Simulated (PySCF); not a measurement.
Deuteron quadrupole couplings in `C#C[Si@](F)(C#CC)C(=C)C`

Compound: C8H9FSi.
Structure used (GFN2-xTB), in Å, numbered top down from 1:
```
atom  x, y, z in Å
C1    -1.054    2.969   -1.553
C2    -0.822    2.140   -0.715
Si3   -0.479    0.822    0.540
F4    -0.769    1.463    2.000
C5     1.302    0.353    0.477
C6     2.467    0.051    0.422
C7     3.866   -0.303    0.365
C8    -1.635   -0.650    0.297
C9    -2.481   -1.045    1.239
C10   -1.555   -1.345   -1.029
H11   -1.257    3.704   -2.278
H12    4.063   -1.156    1.014
H13    4.143   -0.563   -0.657
H14    4.473    0.540    0.694
H15   -3.147   -1.884    1.096
H16   -2.546   -0.547    2.192
H17   -2.241   -2.189   -1.075
H18   -0.541   -1.703   -1.205
H19   -1.799   -0.648   -1.830
```

Level: PBE0/pcSseg-1 (PySCF, non-relativistic); Q(2H) = 0.00286 b; rigid geometry, the same for H and D, with no vibrational averaging.

**Question.** Rank these positions by the coupling χzz of a deuteron there, largest first.
A. H14 (methyl hydrogen)
B. H11 (alkyne hydrogen)
C. H15 (vinylic hydrogen)

**Answer.** B (260 kHz), C (221 kHz), A (207 kHz).

**Question.** Tabulate Vzz, the asymmetry η and χzz = 234.96 MHz × Q × Vzz for every hydrogen position.

**Answer.** 
```csv
atom,bonded to,bond length (Å),Vzz (au),η,χzz (kHz)
H11,C1,1.052,0.3868,0.00,260
H12,C7,1.090,0.3075,0.03,207
H13,C7,1.090,0.3077,0.03,207
H14,C7,1.090,0.3075,0.03,207
H15,C9,1.081,0.3293,0.05,221
H16,C9,1.077,0.3325,0.05,223
H17,C10,1.088,0.3131,0.03,210
H18,C10,1.090,0.3095,0.03,208
H19,C10,1.090,0.3086,0.03,207
```

**Question.** How does χzz go with the bond length over the 9 C–H bonds?

**Answer.** A straight-line fit has a slope of -14.0 kHz for each 0.01 Å, with a correlation coefficient of -1.00, over lengths from 1.052 to 1.090 Å. The longer bonds have the smaller couplings here.

**Question.** Give the 2H NMR doublet splittings at H15 for a magnetic field along the z, y and x axes of the gradient: 3χ/2, 3χ(1 + η)/4, 3χ(1 − η)/4.

**Answer.** With |χ| = 221.3 kHz and η = 0.047: 332, 174 and 158 kHz, to first order and without motion.

Isolated species at its GFN2-xTB geometry (one conformer only). GFN2-xTB frequencies show an imaginary mode (24i cm⁻¹), so this geometry is no minimum at that level. GFN2-xTB bond lengths can be off by several hundredths of an ångström, more for odd bonds, and the gradients follow them. The small basis limits the accuracy of the gradients.
